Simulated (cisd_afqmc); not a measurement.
Input (AFQMC/CISD/cc-pVTZ; cisd_afqmc is a phaseless AFQMC code with CISD trial states that reads the integrals written by Ansatz):

Ansatz 0.2 input:
```python
import cisd_afqmc

open("ham.yaml", "w").write("""\
crystal:
  periodic: [false, false, false]
  atoms:
    - {symbol: B, position_ang: [0.00000000, 0.00000000, 0.00000000]}
    - {symbol: H, position_ang: [0.00000000, 0.00000000, 1.17438077]}
    - {symbol: H, position_ang: [-0.00000000, -0.00000000, -1.17438077]}
basis:
  gaussian:
    orbitals: cc-pVTZ
total_charge: 1
magnetization: {spin_polarized: false}
correlation: {method: ccsd, electrons: outside_noble_gas, hamiltonian_folder: ham}
""")
rep = cisd_afqmc.ansatz("ham.yaml")
e_ccsd = rep["correlation"]["coupled_cluster"]["energy"]["hartree"]
out = cisd_afqmc.run("ham", e_ccsd, trial="CISD", walkers=100, populations=8, threads=8, dt=0.005, steps=40, early=24, settle=10, least=32,
    cut=5e-5, rank_cut=2e-4, target=0.0004, seconds=1500, seed=1, memory=17280, gpu=False)
```

Output:

```
orbitals 57, occupied [2], factors 252 of 325, rank of the doubles 48 of 110
E(HF) = -25.478908
E(CCSD) on the cut factors = -25.564111, shift to the whole factors -0.000008
Energy of the trial state on the determinant = -25.563976
  tau behind 7.2 of longer steps, mean of the populations' last blocks
   2.0  -25.56527
   4.0  -25.56514
   6.0  -25.56521
   8.0  -25.56513
blocks 330 (0 outliers left out), error by blocks joined: 1: 0.00003, 2: 0.00003, 4: 0.00004, 8: 0.00004, 16: 0.00005
E(AFQMC/CISD) = -25.56521 +/- 0.00005
```
